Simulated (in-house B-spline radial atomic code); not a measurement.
The numbers below are computed, except where a source is named.
## As ion on C atom: potential, deflection and energy transfer

The pair potential comes from two frozen, spherical free-atom densities (PBE, B-spline radial code, scalar-relativistic past argon): electrostatics plus the change in Thomas-Fermi kinetic and Dirac exchange energy where they overlap, the recipe behind the universal ZBL potential, which averages such potentials (from solid-state densities) over many pairs. It is written V = (Z1 Z2 e²/r) φ(r/a), with e² = 14.3996 eV·Å and a = 0.46850 Å/(Z1^0.23 + Z2^0.23); ZBL's fit is φ = 0.18175 e^(−3.1998x) + 0.50986 e^(−0.94229x) + 0.28022 e^(−0.4029x) + 0.02817 e^(−0.20162x). Where φ falls below 4e-4 it is continued as an exponential.

Masses 74.92 and 12.01 u.

```
x = r/a  φ, this pair    φ, ZBL
    0.1        0.8901    0.8928
    0.5        0.6205    0.6096
    1.5        0.3102    0.2995
      3        0.1346    0.1292
      5       0.05538   0.05224
      8        0.0197   0.01705
     12      0.004962   0.00474
     17      0.001011  0.001212
```

Question: At x = 0.5 the electrostatic, kinetic and exchange parts are 23959.08, 4487.89 and -166.39 eV. Find r, V and φ.

Answer: a = 0.46850/(2.2349 + 1.5100) = 0.12510 Å, so r = 0.06255 Å. V = 23959.08 + 4487.89 + (-166.39) = 28280.58 eV. The bare repulsion is 33 × 6 × 14.3996/0.06255 = 45580 eV, so φ = 0.6205, +1.8 % against ZBL's 0.6096. The kinetic (Pauli) term is 16 % of V here.

Question: The ion comes in at 1.65 keV with impact parameter 0.0626 Å. The scattering integral gives a centre-of-mass angle of 164.6° and a closest approach of 5.196 a. What are the reduced energy, the energy passed on and the laboratory angles?

Answer: ε = E a M2/(Z1 Z2 e² (M1 + M2)) = 1650 × 6.0622e-06 = 0.01. The most that one collision can pass on is γE with γ = 4 M1 M2/(M1 + M2)² = 0.4763. Here T = γE sin²(θ/2) = 0.4763 × 1650 × 0.982 = 771.5 eV. The ion turns by arctan(sin θ/(cos θ + M1/M2)) = 2.9°, and the struck atom leaves at (180° − θ)/2 = 7.7°. The closest approach is 0.650 Å. With ZBL the angle would be 164.45° and T = 771.3 eV.
